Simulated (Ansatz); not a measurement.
C2H6AlFO can be A, `[CH3][Al]([OH])[CH2]F`, or B, `C[O][AlH][CH2]F`.

Computed with Ansatz on PBE0-D4/def2-TZVP structures; ΔE is electronic, products minus reactants. CCSD(T)/CBS adds triple-zeta CCSD(T) − MP2 to the extrapolated MP2 energy (def2 sets, frozen cores). DFT in def2-TZVPP. B3LYP here is the variant with VWN-RPA as its local correlation; programs differ in this. One conformer a species, not always the lowest.

(1) Which isomer does CCSD(T)/CBS put lower? Give the gap. (Best estimate.)

(2) Give E(B) − E(A) in kcal/mol with HF/def2-TZVPP, ωB97M-V, CCSD/def2-TZVPP, B2PLYP, r2SCAN-D4, B3LYP, MP2/def2-TZVPP. (Estimate.)

Largest T1 diagnostic: 0.012.

Answers

(1) Computed: A, by 25.7 kcal/mol.

(2) Ansatz gave: HF/def2-TZVPP 20.6, ωB97M-V 25.1, CCSD/def2-TZVPP 24.4, B2PLYP 24.4, r2SCAN-D4 25.6, B3LYP 23.6, MP2/def2-TZVPP 26.5. None reverses the order clearly.

In def2-TZVPP, CCSD(T) changes the Hartree–Fock value by +4.2 kcal/mol (the triples alone add +0.4 kcal/mol) and MP2 by +5.9 kcal/mol.
